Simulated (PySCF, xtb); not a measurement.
C₂H₃Cl₂InO₂, SMILES CC(=O)[O][In]([Cl])[Cl].

GFN2-xTB run with xtb at its own geometry gives an orbital gap of 3.34 eV and a dipole moment of 2.42 D.

The structure is a stationary point at PBE-D3(BJ)/def2-SVP. The def2 effective core potentials stand for the cores of In; spin–orbit coupling is left out. The values are those of a single conformer.

Question: What does HF/def2-TZVP in PySCF give? (The exact figures need the calculation; the answer reports its results.)

Answer: gap 13.50 eV (levels -12.45 and 1.05 eV), dipole 3.57 D.
